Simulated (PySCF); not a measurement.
## Nb³⁺ (niobium, charge +3) across methods

[Kr] 4d2, high-spin 3F determinant. All numbers are calculated (PySCF 2.14, scalar relativity through the core potential, in aug-cc-pVTZ-PP with ECP28MDF).

```csv
method,E (hartree),mean ε 4p α (eV),mean ε 4p β (eV),mean ε 4d α (eV),Σ⟨r²⟩ (bohr²),⟨S²⟩
r2SCANh,-54.9475,-67.308,-65.279,-32.524,21.08,2.002
HSE06,-54.9229,-67.605,-65.596,-32.829,21.13,2.001
B3LYP,-54.9457,-67.487,-65.611,-32.939,21.17,2.001
r2SCAN,-54.9557,-66.348,-64.489,-31.889,21.09,2.001
PBE,-54.9238,-65.235,-63.757,-31.597,21.19,2.001
LDA,-54.7468,-65.173,-63.695,-31.433,21.33,2.000
wB97X,-54.9368,-70.427,-68.608,-35.464,21.01,2.001
PBE0,-54.9244,-68.031,-66.014,-33.248,21.13,2.001
UHF,-54.55924,-75.394,-71.481,-37.509,21.10,2.005
```

Energies and moments cover only the electrons outside the core potential.
